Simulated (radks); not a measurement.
Results of a calculation; reference values are marked as such.
Charge is removed step by step from the 4d down level of the rhodium ion Rh+, starting from [Kr] 4d(up 5, down 3). Code: a radial shooting solver on a logarithmic mesh with Libxc functionals. Model: scalar-relativistic Kohn-Sham, r2SCAN, spin-polarised, spherical densities, finite nucleus; meta-GGA in the generalised Kohn-Sham scheme; Fermi nuclear charge, rms radius 4.4945 fm.

removed (e)  E - E(0) (eV)  eigenvalue (eV)  E minus straight line (eV)
0                    0.000          -12.633                       0.000
0.25                 3.495          -15.350                      -1.064
0.5                  7.684          -18.174                      -1.436
0.75                12.590          -21.097                      -1.089
1                   18.239          -24.111                       0.000

Removing the whole electron costs 18.239 eV by Delta-SCF, against 12.633 eV from minus the eigenvalue at the starting occupation. Slater's transition state (half an electron removed) gives 18.174 eV. Integrating minus the eigenvalue over the occupation (Janak's theorem) gives 18.240 eV. In this scalar-relativistic scheme the density is built from large components alone, so the theorem holds only approximately. The mean slope of the eigenvalue, de/dn, is 11.5 eV per electron. Ionisation energy of Rh+ in the NIST Atomic Spectra Database: 18.080 eV (semi-empirical).
